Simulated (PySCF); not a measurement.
## Spinor energies of Sc⁺ (scandium, charge +1)

Start: [Ar] 4s1 4p1; 4s1/2 filled at m_j = +1/2; 4p3/2 filled at m_j = +3/2. Calculated with PySCF 2.14 in x2c-SVPall-2c with one added diffuse shell each of s, d type (6s5p4d1f, 48 functions): generalised Hartree-Fock with the X2C-1e Hamiltonian and a Gaussian nucleus; one run each with spin-orbit coupling (SO) switched off, then screened by Boettger's factors. This is a chosen level, not necessarily the ground level.

| spinor shell | electrons | ε, spin-free (eV) | ε, screened SO (eV) | weight of nominal j (screened SO) | rms radius, screened SO (bohr) |
| --- | --- | --- | --- | --- | --- |
| 1s1/2 | 2 | -4551.9 | -4551.9 | 1.000 | 0.0845 |
| 2s1/2 | 2 | -539.07 | -539.07 | 1.000 | 0.370 |
| 2p1/2 | 2 | -441.94 | -445.07 | 1.000 | 0.338 |
| 2p3/2 | 4 | -441.94 | -440.39 | 1.000 | 0.340 |
| 3s1/2 | 2 | -84.325 | -84.330 | 1.000 | 1.15 |
| 3p1/2 | 2 | -56.315 | -56.682 | 0.926 | 1.24 |
| 3p3/2 | 4 | -56.315 | -56.139 | 0.963 | 1.24 |
| 4s1/2 | 1 | -15.199 | -15.200 | 0.941 | 3.51 |
| 4p3/2 | 1 | -10.905 | -10.892 | 1.000 | 3.84 |

```json
{"quantity": "E (hartree)", "spin-free": "-762.81977", "screened SO": "-762.82142"}
{"quantity": "M_J", "spin-free": "2", "screened SO": "2"}
{"quantity": "⟨J²⟩", "spin-free": "6.359", "screened SO": "6.364"}
{"quantity": "⟨L²⟩", "spin-free": "2.359", "screened SO": "2.356"}
{"quantity": "⟨S²⟩", "spin-free": "2.000", "screened SO": "2.000"}
```

The determinant has a definite M_J but mixes levels of different J.

Each row is a mean over spinors that exchange with the open shell spreads, by up to 0.709 eV (3p3/2).

Without spin-orbit coupling the j labels of p, d and f shells carry no meaning; the spin-free column gives the mean over the occupied spinors of each nl shell, and its ⟨J²⟩ belongs to a mixture of degenerate components.
